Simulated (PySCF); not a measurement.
**HF beside CCSD(T) along the third period: bonds to Rb**

HF and CCSD(T) in PySCF with def2-SVPD on every atom (core potentials on Rb), for the lowest determinant that a PBE0 search found; no spin–orbit coupling.

| molecule | state (unpaired electrons) | HF Re (Å) | HF ωe (cm⁻¹) | HF De (eV) | CCSD(T) Re (Å) | CCSD(T) ωe (cm⁻¹) | CCSD(T) De (eV) |
| --- | --- | --- | --- | --- | --- | --- | --- |
| RbAl | triplet (σ ↑, π ↑) | 3.706 | 108 | 0.18 | 3.617 | 116 | 0.42 |
| RbSi | quartet (σ ↑, π ↑↑) | 3.307 | 171 | 1.09 | ? | ? | ? |
| RbS | doublet (π ↑) | 3.079 | 201 | 1.63 | 3.053 | 204 | 2.30 |
| RbCl | singlet (closed shell) | 2.921 | 216 | 3.32 | 2.897 | 222 | 4.08 |

Q: Estimate the CCSD(T) values of RbSi by adding the mean shift from HF to CCSD(T) of the other rows, and compare with the calculation.

A: The mean shifts are -4.6 pm, +6 cm⁻¹ and +0.56 eV, which give 3.261 Å, 177 cm⁻¹ and 1.65 eV. CCSD(T)/def2-SVPD gives Re = 3.253 Å, ωe = 175 cm⁻¹, De = 1.37 eV.

Q: What are the mean differences of HF from CCSD(T) over the whole series?

A: Re +4.8 pm, ωe -5 cm⁻¹, De -0.49 eV.

In a basis of this size CCSD(T) is itself not converged; it tends to give bonds that are too long and too weak.

Correlated steps freeze 5 core orbitals. Weak bonds: RbAl. Basis-set superposition, not corrected here, can be much of De in a small basis, most of all at correlated wavefunction levels. Spin–orbit coupling is left out. Where the molecule has an RHF reference, its open-shell atoms are computed with UHF. States were picked by a PBE0 search and need not be the measured ground states.
